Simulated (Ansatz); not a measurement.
Geometry optimisation, Ansatz, RKS B3LYP/def2-SVP.

Input file:

```yaml
crystal:
  periodic: [false, false, false]
  atoms:
    - { symbol: Zn, position_ang: [0.821646, 0.248426, -0.585077] }
    - { symbol: O, position_ang: [-0.371525, 0.18891, 2.145098] }
    - { symbol: H, position_ang: [-0.403267, -0.62876, 2.661617] }
    - { symbol: Cl, position_ang: [-0.661049, -0.169976, -2.05935] }
    - { symbol: P, position_ang: [2.534746, 0.669118, 0.877992] }
    - { symbol: H, position_ang: [2.94364, -0.703031, 0.88009] }
    - { symbol: H, position_ang: [3.511729, 1.061642, -0.089154] }
    - { symbol: H, position_ang: [0.44458, 0.642271, 2.462584] }
basis:
  gaussian: { orbitals: def2-SVP }
hamiltonian:
  xc: b3lyp
relax:
  f_tol: 0.03
  max_steps: 50
output:
  orbitals: {}
```

Run as:

```bash
$ ansatz run input.yaml --threads 2 --pin off --max-ram 3072MiB --backend cpu --events-out ev --progress --plain --runs-dir out
```

Task: Where does it end, and by what steps?

Result: The forces met the threshold. After 39 steps the energy has fallen by 0.456 eV; H3 moved furthest, 1.42 Å. Joined: Zn1–O2 (2.98 → 2.17 Å).

```json
{"step": "0", "energy less start (eV)": "0.0000", "largest force component (eV/Å)": "0.680", "accepted": "yes"}
{"step": "2", "energy less start (eV)": "-0.1484", "largest force component (eV/Å)": "0.928", "accepted": "yes"}
{"step": "4", "energy less start (eV)": "-0.2616", "largest force component (eV/Å)": "0.768", "accepted": "yes"}
{"step": "6", "energy less start (eV)": "-0.3096", "largest force component (eV/Å)": "0.689", "accepted": "yes"}
{"step": "8", "energy less start (eV)": "-0.3709", "largest force component (eV/Å)": "0.107", "accepted": "yes"}
{"step": "10", "energy less start (eV)": "-0.3885", "largest force component (eV/Å)": "0.862", "accepted": "yes"}
{"step": "12", "energy less start (eV)": "-0.3912", "largest force component (eV/Å)": "0.338", "accepted": "no"}
{"step": "14", "energy less start (eV)": "-0.4208", "largest force component (eV/Å)": "0.181", "accepted": "yes"}
{"step": "16", "energy less start (eV)": "-0.4297", "largest force component (eV/Å)": "0.189", "accepted": "yes"}
{"step": "18", "energy less start (eV)": "-0.4353", "largest force component (eV/Å)": "0.170", "accepted": "yes"}
{"step": "20", "energy less start (eV)": "-0.4371", "largest force component (eV/Å)": "0.157", "accepted": "yes"}
{"step": "22", "energy less start (eV)": "-0.4389", "largest force component (eV/Å)": "0.036", "accepted": "yes"}
{"step": "24", "energy less start (eV)": "-0.4398", "largest force component (eV/Å)": "0.073", "accepted": "yes"}
{"step": "26", "energy less start (eV)": "-0.4341", "largest force component (eV/Å)": "0.471", "accepted": "no"}
{"step": "28", "energy less start (eV)": "-0.4451", "largest force component (eV/Å)": "0.125", "accepted": "yes"}
{"step": "30", "energy less start (eV)": "-0.4473", "largest force component (eV/Å)": "0.251", "accepted": "yes"}
{"step": "32", "energy less start (eV)": "-0.4475", "largest force component (eV/Å)": "0.237", "accepted": "no"}
{"step": "34", "energy less start (eV)": "-0.4532", "largest force component (eV/Å)": "0.052", "accepted": "yes"}
{"step": "36", "energy less start (eV)": "-0.4550", "largest force component (eV/Å)": "0.084", "accepted": "yes"}
{"step": "38", "energy less start (eV)": "-0.4557", "largest force component (eV/Å)": "0.066", "accepted": "yes"}
{"step": "39", "energy less start (eV)": "-0.4558", "largest force component (eV/Å)": "0.015", "accepted": "yes"}
```

```xyz
8
Properties=species:S:1:pos:R:3
Zn 0.935 0.474 0.151
O -0.224 0.156 1.959
H -1.043 -0.121 1.506
Cl -0.914 0.034 -0.963
P 3.157 1.044 0.412
H 3.389 -0.046 1.317
H 3.555 0.274 -0.729
H -0.034 -0.506 2.641
```

Whether the end is a true minimum wasn't checked by a vibrational analysis.

The run took 2.1 min on 2 threads of Arm Neoverse V1 (shared host), peak memory 0.23 GiB.
